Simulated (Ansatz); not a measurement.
Cost and result for the atomization energy of C2H8AlNO2, SMILES `C[O][Al]([NH2])[O]C` (14 atoms, 13 bonds).

Cartesian coordinates in Å:
```
C 1.466 -0.972 -1.451
O 0.277 -0.249 -1.455
Al -0.796 0.463 -0.375
N -2.202 1.279 -1.038
O -0.613 0.450 1.295
C 0.261 -0.032 2.265
H 1.312 -1.963 -1.892
H 2.226 -0.456 -2.050
H 1.876 -1.114 -0.443
H -2.409 1.349 -2.019
H -2.906 1.738 -0.486
H -0.252 -0.744 2.922
H 1.134 -0.540 1.838
H 0.627 0.792 2.889
```

Charge 0, multiplicity 1. The geometry is a stationary point of PBE0-D4/def2-TZVP. It is one conformer, not always the lowest. Program: Ansatz. All runs use 2 threads of an AMD EPYC 7R13 on a shared host and a share of an NVIDIA H100 80 GB. Times are those of one run each, without the atoms' runs, and a repeat can differ threefold. Electronic energies, without spin–orbit coupling; frozen cores. CCSD(T)/CBS adds CCSD(T) − MP2 in def2-TZVPP to the MP2 limit, and its time is that of the two runs behind it. T1 = 0.011. HSE06 is the plane-wave form, built on full-range PBE exchange.

CCSD(T)/CBS is a level of theory with its own doubt, some kJ/mol a heavy atom from the limit and from the frozen cores, so smaller differences don't rank the functionals.

```
                             level  functions  wall time  atomization (kJ/mol)  difference from CCSD(T)/CBS  per bond
            LDA (SPW92)/def2-TZVPP        309      1.7 s                6122.9                        751.7      57.8
                BLYP-D4/def2-TZVPP        309      1.9 s                5365.5                         -5.7      -0.4
               BHLYP-D4/def2-TZVPP        309      1.9 s                5192.5                       -178.7     -13.7
               HSE06-D4/def2-TZVPP        309      2.1 s                5338.3                        -32.9      -2.5
                  CCSD(T)/def2-SVP        128      2.4 s                5043.9                       -327.3     -25.2
           CAM-B3LYP-D4/def2-TZVPP        309      2.4 s                5399.0                         27.8       2.1
r2SCAN-D4/def2-TZVPP (with forces)        309      2.5 s                5360.9                        -10.3      -0.8
                PBE0-D4/def2-TZVPP        309        3 s                5334.4                        -36.8      -2.8
                    MP2/def2-QZVPP        595      3.3 s                5410.6                         39.4       3.0
             r2SCANh-D4/def2-TZVPP        309      3.5 s                5322.1                        -49.1      -3.8
               PBE-QIDH/def2-TZVPP        309      3.7 s                5299.4                        -71.8      -5.5
                CCSD(T)/def2-TZVPP        309        5 s                5220.2                       -151.0     -11.6
                 CCSD(T)/CBS(def2)          –      8.3 s                5371.2                          0.0       0.0
```

The D4 term adds +38.5 kJ/mol with B3LYP and +20.7 kJ/mol with PBE0; it sums over pairs of atoms, weighted by their polarisabilities, and B3LYP, whose exchange is more repulsive, gets the larger term. Leaving LDA and LC-ωPBE aside and taking each functional with its dispersion term where it has one, the values, not all of them listed here, spread over 251.5 kJ/mol, from BHLYP-D4 to PBE-D4. LDA lies +703.2 kJ/mol from PBE without D4, its usual overbinding. From r2SCAN to r2SCAN0 (25 % exact exchange), in def2-TZVPP and without D4, the atomization energy moves by −96.0 kJ/mol: exact exchange takes away binding that semilocal exchange gives to molecules.

B3LYP here is the variant with VWN-RPA as its local correlation; programs differ in this.
